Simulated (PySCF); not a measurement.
Ti(F)4(OH2) (F₄H₂OTi), SMILES [OH2]->[Ti]([F])([F])([F])[F], multiplicity 1.

Coordinates come from a PBE-D3(BJ)/def2-SVP optimisation. The multiplicity is an assumed one; other spin states were not compared.

Calculation: PBE-D3(BJ)/def2-SVP run with PySCF 2.14.0.

Frequencies are harmonic and unscaled.

```tsv
mode	ν (cm⁻¹)	IR (km/mol)	moving atoms (share of kinetic energy)
1	110	1.5	F 64 %, O 30 %
2	121	1.0	F 63 %, O 27 %, H 9 %
3	188	13.9	H 59 %, F 26 %, Ti 12 %
4	204	11.2	F 68 %, O 14 %, Ti 12 %
5	224	18.5	F 59 %, H 29 %, O 10 %
6	236	9.2	F 83 %, Ti 12 %
7	243	35.7	F 69 %, H 19 %, Ti 12 %
8	244	68.2	F 39 %, O 30 %, Ti 29 %
9	274	22.7	F 45 %, O 42 %, H 11 %
10	467	280.9	H 78 %, O 15 %
11	529	7.4	H 77 %, O 11 %, F 11 %
12	671	5.8	F 97 %
13	762	170.3	F 67 %, Ti 33 %
14	776	193.8	F 54 %, Ti 40 %
15	798	205.7	F 59 %, Ti 40 %
16	1567	69.8	H 93 %
17	3664	39.6	H 96 %
18	3762	94.3	H 93 %
```
